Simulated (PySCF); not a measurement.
C₃H₉FOSn, singlet, geometry from GFN2-xTB (such geometries of metal compounds can be far from the true shape) (all electrons, no relativity); CASSCF(4,6)/STO-3G (PySCF).

Here is a job for PySCF.
```python
from pyscf import gto, scf, mcscf
import numpy

mol = gto.Mole()
mol.atom = '''
    C     2.73811795   -0.08351004   -0.24691555
    O     1.51077148   -0.68953615   -0.53449898
    Sn   -0.31778612    0.00278820   -0.03837240
    C    -0.67664802    2.03470124   -0.84197748
    C    -1.52895075   -1.82426249   -0.12406444
    F    -0.14740156    0.41276414    1.92028019
    H     2.85682228    0.11685754    0.81920157
    H     3.51057968   -0.78985694   -0.55766719
    H     2.87544259    0.84984253   -0.80012749
    H    -1.74333950    2.21511586   -0.89484468
    H    -0.22875895    2.09915957   -1.82769183
    H    -0.21008041    2.73838639   -0.15983879
    H    -1.74534891   -2.11308817    0.89853096
    H    -2.44612940   -1.63241252   -0.66829424
    H    -0.93455399   -2.58357485   -0.61943314
'''
mol.basis = 'sto-3g'
mol.verbose = 4
mol.build()

mf = scf.RHF(mol)
mf.kernel()
mc = mcscf.CASSCF(mf, 6, 4)
mc.fix_spin_(ss=0.0)
mc.kernel()
occ = numpy.linalg.eigvalsh(mc.fcisolver.make_rdm1(mc.ci, mc.ncas, mc.nelecas))[::-1]
ss = mc.fcisolver.spin_square(mc.ci, mc.ncas, mc.nelecas)[0]
print('natural occupations', occ.round(4), ' <S^2>', round(ss, 4))
```

Output, abridged:

```
PySCF version 2.14.0

[INPUT] verbose = 4
[INPUT] num. atoms = 15
[INPUT] num. electrons = 94
[INPUT] charge = 0
[INPUT] spin (= nelec alpha-beta = 2S) = 0
[INPUT] symmetry False subgroup None
[INPUT] Mole.unit = angstrom
[INPUT] Symbol           X                Y                Z      unit          X                Y                Z       unit  Magmom
[...]
nuclear repulsion = 652.703293278981
number of shells = 35
number of NR pGTOs = 183
number of NR cGTOs = 61
basis = sto-3g
ecp = {}

******** <class 'pyscf.scf.hf.RHF'> ********
method = RHF
initial guess = minao
damping factor = 0
level_shift factor = 0
DIIS = <class 'pyscf.scf.diis.CDIIS'>
diis_start_cycle = 1
diis_space = 8
diis_damp = 0
SCF conv_tol = 1e-09
SCF conv_tol_grad = None
SCF max_cycles = 50
direct_scf = True
direct_scf_tol = 1e-13
Set gradient conv threshold to 3.16228e-05
Initial guess from minao.
init E= -6235.64810357053
[...]
cycle= 1 E= -6252.43778336746  delta_E= -16.8  |g|= 0.668  |ddm|= 4.39
[...]
cycle= 2 E= -6252.64950162134  delta_E= -0.212  |g|= 0.206  |ddm|= 1.41
[...]
cycle= 3 E= -6252.66572053211  delta_E= -0.0162  |g|= 0.0525  |ddm|= 0.357
[...]
cycle= 4 E= -6252.66741658638  delta_E= -0.0017  |g|= 0.0109  |ddm|= 0.12
[...]
cycle= 5 E= -6252.66751998524  delta_E= -0.000103  |g|= 0.00227  |ddm|= 0.035
[...]
cycle= 6 E= -6252.66752409194  delta_E= -4.11e-06  |g|= 0.000529  |ddm|= 0.00693
[...]
cycle= 7 E= -6252.66752431484  delta_E= -2.23e-07  |g|= 0.000137  |ddm|= 0.0016
[...]
cycle= 8 E= -6252.66752433206  delta_E= -1.72e-08  |g|= 5.25e-05  |ddm|= 0.000421
[...]
cycle= 9 E= -6252.66752433559  delta_E= -3.53e-09  |g|= 1.37e-05  |ddm|= 0.000238
[...]
cycle= 10 E= -6252.66752433579  delta_E= -2.05e-10  |g|= 3.1e-06  |ddm|= 6.8e-05
[...]
Extra cycle  E= -6252.6675243358  delta_E= -1e-11  |g|= 1.4e-06  |ddm|= 7.78e-06
converged SCF energy = -6252.6675243358

******** <class 'pyscf.mcscf.mc1step.CASSCF'> ********
CAS (2e+2e, 6o), ncore = 45, nvir = 10
max_cycle_macro = 50
max_cycle_micro = 4
conv_tol = 1e-07
conv_tol_grad = None
orbital rotation max_stepsize = 0.02
orbital rotation threshold for CI restart = 0.01
augmented hessian ah_max_cycle = 30
augmented hessian ah_conv_tol = 1e-12
augmented hessian ah_linear dependence = 1e-14
augmented hessian ah_level shift = 1e-08
augmented hessian ah_start_tol = 2.5
augmented hessian ah_start_cycle = 3
augmented hessian ah_grad_trust_region = 3
kf_trust_region = 3
kf_interval = 4
ci_response_space = 4
ci_grad_trust_region = 3
with_dep4 0
natorb = False
canonicalization = True
sorting_mo_energy = False
ao2mo_level = 2
internal_rotation = False
******** <class 'pyscf.fci.addons.SpinPenaltyFCISolver'> ********
max. cycles = 50
conv_tol = 1e-08
davidson only = True
linear dependence = 1e-12
level shift = 0.001
max iter space = 12
nroots = 1
pspace_size = 400
spin = None
CASCI E = -6252.67574305537  S^2 = 0.0000000
Set conv_tol_grad to 0.000316228
macro iter   1 ( 21 JK    4 micro), CASSCF E = -6252.68673031043  dE = -1.09872551e-02  S^2 = 0.0000000
               |grad[o]|=0.0222  |grad[c]|=0.0747  |ddm|=0.0451  |maxRot[o]|=0.252
macro iter   2 ( 21 JK    4 micro), CASSCF E = -6252.68898065605  dE = -2.25034563e-03  S^2 = 0.0000000
               |grad[o]|=0.0152  |grad[c]|=0.0878  |ddm|=0.0806  |maxRot[o]|=0.154
macro iter   3 ( 12 JK    3 micro), CASSCF E = -6252.69130217141  dE = -2.32151536e-03  S^2 = 0.0000000
               |grad[o]|=0.0102  |grad[c]|=0.0662  |ddm|=0.0708  |maxRot[o]|=0.139
macro iter   4 ( 12 JK    3 micro), CASSCF E = -6252.69607063995  dE = -4.76846854e-03  S^2 = 0.0000000
               |grad[o]|=0.0108  |grad[c]|=0.0634  |ddm|=0.0749  |maxRot[o]|=0.143
macro iter   5 ( 21 JK    4 micro), CASSCF E = -6252.70259436676  dE = -6.52372681e-03  S^2 = 0.0000000
               |grad[o]|=0.0131  |grad[c]|=0.0216  |ddm|=0.0159  |maxRot[o]|=0.183
macro iter   6 ( 21 JK    4 micro), CASSCF E = -6252.70339596987  dE = -8.01603109e-04  S^2 = 0.0000000
[...]
macro iter  32 ( 21 JK    4 micro), CASSCF E = -6252.70547549166  dE = -3.76561557e-05  S^2 = 0.0000000
               |grad[o]|=0.011  |grad[c]|=0.0221  |ddm|=0.0107  |maxRot[o]|=0.0177
macro iter  33 ( 21 JK    4 micro), CASSCF E = -6252.70551253556  dE = -3.70438956e-05  S^2 = 0.0000000
               |grad[o]|=0.0109  |grad[c]|=0.022  |ddm|=0.0106  |maxRot[o]|=0.0232
macro iter  34 ( 21 JK    4 micro), CASSCF E = -6252.70554835494  dE = -3.58193811e-05  S^2 = 0.0000000
               |grad[o]|=0.0109  |grad[c]|=0.0218  |ddm|=0.0105  |maxRot[o]|=0.0305
macro iter  35 ( 21 JK    4 micro), CASSCF E = -6252.70558578752  dE = -3.74325828e-05  S^2 = 0.0000000
               |grad[o]|=0.0109  |grad[c]|=0.0217  |ddm|=0.0104  |maxRot[o]|=0.0394
macro iter  36 ( 21 JK    4 micro), CASSCF E = -6252.70562509607  dE = -3.93085520e-05  S^2 = 0.0000000
               |grad[o]|=0.0109  |grad[c]|=0.0216  |ddm|=0.0103  |maxRot[o]|=0.0509
macro iter  37 ( 21 JK    4 micro), CASSCF E = -6252.70566923284  dE = -4.41367683e-05  S^2 = 0.0000000
               |grad[o]|=0.0108  |grad[c]|=0.0215  |ddm|=0.0102  |maxRot[o]|=0.0631
macro iter  38 ( 21 JK    4 micro), CASSCF E = -6252.70571861781  dE = -4.93849711e-05  S^2 = 0.0000000
               |grad[o]|=0.0108  |grad[c]|=0.0214  |ddm|=0.0101  |maxRot[o]|=0.0756
macro iter  39 ( 21 JK    4 micro), CASSCF E = -6252.70577103913  dE = -5.24213183e-05  S^2 = 0.0000000
               |grad[o]|=0.0108  |grad[c]|=0.0214  |ddm|= 0.01  |maxRot[o]|=0.0826
macro iter  40 ( 21 JK    4 micro), CASSCF E = -6252.70582085275  dE = -4.98136214e-05  S^2 = 0.0000000
               |grad[o]|=0.0108  |grad[c]|=0.0215  |ddm|=0.00999  |maxRot[o]|=0.0818
macro iter  41 ( 21 JK    4 micro), CASSCF E = -6252.70586358540  dE = -4.27326459e-05  S^2 = 0.0000000
               |grad[o]|=0.0108  |grad[c]|=0.0215  |ddm|= 0.01  |maxRot[o]|=0.072
macro iter  42 ( 21 JK    4 micro), CASSCF E = -6252.70589807630  dE = -3.44908995e-05  S^2 = 0.0000000
               |grad[o]|=0.0108  |grad[c]|=0.0216  |ddm|=0.0101  |maxRot[o]|=0.0584
macro iter  43 ( 21 JK    4 micro), CASSCF E = -6252.70592597012  dE = -2.78938269e-05  S^2 = 0.0000000
               |grad[o]|=0.0108  |grad[c]|=0.0217  |ddm|=0.0101  |maxRot[o]|=0.0448
macro iter  44 ( 21 JK    4 micro), CASSCF E = -6252.70594855761  dE = -2.25874810e-05  S^2 = 0.0000000
               |grad[o]|=0.0107  |grad[c]|=0.0217  |ddm|=0.0101  |maxRot[o]|=0.0334
macro iter  45 ( 21 JK    4 micro), CASSCF E = -6252.70596750399  dE = -1.89463817e-05  S^2 = 0.0000000
               |grad[o]|=0.0107  |grad[c]|=0.0217  |ddm|=0.0101  |maxRot[o]|=0.0243
macro iter  46 ( 21 JK    4 micro), CASSCF E = -6252.70598371558  dE = -1.62115921e-05  S^2 = 0.0000000
               |grad[o]|=0.0107  |grad[c]|=0.0217  |ddm|=0.0101  |maxRot[o]|=0.0175
macro iter  47 ( 21 JK    4 micro), CASSCF E = -6252.70599797064  dE = -1.42550616e-05  S^2 = 0.0000000
               |grad[o]|=0.0107  |grad[c]|=0.0216  |ddm|=0.0101  |maxRot[o]|=0.0127
macro iter  48 ( 21 JK    4 micro), CASSCF E = -6252.70601065809  dE = -1.26874502e-05  S^2 = 0.0000000
               |grad[o]|=0.0107  |grad[c]|=0.0216  |ddm|=0.0101  |maxRot[o]|=0.00926
macro iter  49 ( 21 JK    4 micro), CASSCF E = -6252.70602213542  dE = -1.14773266e-05  S^2 = 0.0000000
               |grad[o]|=0.0107  |grad[c]|=0.0216  |ddm|=0.0101  |maxRot[o]|=0.00673
macro iter  50 ( 21 JK    4 micro), CASSCF E = -6252.70603257134  dE = -1.04359233e-05  S^2 = 0.0000000
               |grad[o]|=0.0107  |grad[c]|=0.0216  |ddm|=0.0101  |maxRot[o]|=0.00488
1-step CASSCF not converged,  50 macro (1032 JK 198 micro) steps
CASSCF canonicalization
Density matrix diagonal elements [1.97657812 1.96891241 0.00916151 0.01693921 0.01718271 0.01122605]
CASSCF energy = -6252.70603257134
CASCI E = -6252.70603257134  E(CI) = -5.69811874437255  S^2 = 0.0000000
natural occupations [1.9803e+00 1.9674e+00 3.1700e-02 1.9600e-02 7.0000e-04 3.0000e-04]  <S^2> 0.0
```

The run did not converge; its last values are not results.
